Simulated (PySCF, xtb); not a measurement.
BCl2, SMILES Cl[B]Cl (connectivity only; charge and spin as stated), charge +1, multiplicity 1. Atoms are numbered in the order given.

```xyz
3

Cl     0.0000     0.0000     1.6135
B      0.0000     0.0000     0.0000
Cl     0.0000     0.0000    -1.6135
```
Charge +1, spin multiplicity 1.

Geometry: B3LYP-D3(BJ)/def2-TZVP. The spin state was assumed, not searched. The isomer is the one that the SMILES or the coordinates give; other isomers of the formula were not compared.

The numbers are results of PySCF 2.14.0 with IEF-PCM-ωB97X/def2-SVP, not measurements.

The values are the electrostatic part of the solvation free energy, E(continuum) − E(gas) at the gas-phase geometry, in a cavity of scaled van der Waals radii (PySCF's table); cavitation and dispersion terms are not included. In vacuum the orbital gap is 13.64 eV.

```tsv
solvent	ε	ΔG(elec) (kcal/mol)	gap (eV)
water	78.36	___	___
toluene	2.37	-35.2	13.66
2-propanol	19.26	-57.8	13.69
```

**Question.** Complete the blanks. (The exact figures need the calculation; the answer reports its results.)

**Answer.** 
- water, ΔG(elec) (kcal/mol): -60.1
- water, gap (eV): 13.69

For comparison, GFN2-xTB/ALPB(water) (xtb, at the GFN2-xTB geometry, all terms of that model) gives -56.9 kcal/mol.
